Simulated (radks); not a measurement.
Q: The mean radii <r> (bohr) of the occupied orbitals of an atom or ion are listed with their occupations. All-electron calculation, scalar-relativistic Kohn-Sham, PBE, spin-unpolarised, spherical densities, point nucleus. Program: a radial shooting solver on a logarithmic mesh with Libxc functionals.

| orbital | occ. | <r> |
|---|---|---|
| 1s | 2 | 0.02781 |
| 2s | 2 | 0.1198 |
| 2p | 6 | 0.1048 |
| 3s | 2 | 0.3221 |
| 3p | 6 | 0.3202 |
| 3d | 10 | 0.2968 |
| 4s | 2 | 0.7646 |
| 4p | 6 | 0.8211 |
| 4d | 10 | 0.9718 |
| 5s | 2 | 2.086 |
| 5p | 4 | 2.672 |

Name the element and its charge.

A: Z = 52, tellurium, charge 0: Te in [Kr] 4d10 5s2 5p4. The 1s radius gives Z: for a bare nucleus <r> = (2 gamma + 1)/(2Z) with gamma = sqrt(1 - (Z/c)^2), 0.02741 bohr for Z = 52, and screening makes it slightly larger (0.02781 here). The occupations add up to 52, and the charge is Z minus that.
